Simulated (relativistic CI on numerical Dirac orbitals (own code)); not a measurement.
## Hyperfine structure of W38+, mass number 183

Calculated at this level of theory: Dirac-Coulomb-Breit CI, KLI orbitals optimised for each configuration, model QED, unscaled Slater integrals (own radial code, finite nucleus).

CI space (outside the closed core [Ar] 3d10): 4s2 4p6, 4s2 4p5 4d, 4s 4p6 4d, 4s2 4p5 4f, 4s 4p6 4f, 4p6 4d 4f, 4s2 4p5 5s, 4p6 4d2, 4p5 4d3, 4p5 4d2 4f, 4p5 4d2 5s, 4p6 4f2, 4p5 4d 4f2, 4p5 4f3, 4p5 4f2 5s. Double excitations out of closed p, d and f shells are left out; levels of such configurations are missing from the list, as are those of other unlisted configurations, and high levels can miss mixing partners.

Nuclear spin I = 1/2, μ = 0.11739 μN (tables of Stone and Pyykkö). The electronic factors are computed for point nuclear moments, without core polarisation or the Bohr-Weisskopf and QED corrections.

```
           Level  E (cm⁻¹)  A (MHz)
4s2 4p5 4d 3P°_1   1235085     8128
4s2 4p5 4d 3F°_3   1259565     9870
4s2 4p5 4d 3D°_2   1271320     9809
4s2 4p5 4d 3F°_4   1385043     6591
4s2 4p5 4d 3D°_3   1451239     5707
4s2 4p5 4d 3F°_2   1984292    33980
4s2 4p5 4d 1P°_1   2170537   -20330
  4s 4p6 4d 3D_1   2781532   -46310
```

Levels with J = 0, under 50 % of one LS term, or S terms without an open s electron are left out. Small factors come from cancelling terms and can be off by tens of per cent or more.

At this charge energies of transitions that change n are usually good to better than 1 %, and those within a shell (Δn = 0) to a few per cent.

Give the hyperfine levels of 4s2 4p5 4d 3F°_2 relative to its centre of gravity.

With K = F(F + 1) − I(I + 1) − J(J + 1), E = AK/2: F = 3/2: -50970, F = 5/2: 33980 MHz.

LS names give the leading component of a level, which can be under half, so a name can repeat, a term be missing and a line seem to break the LS rules.
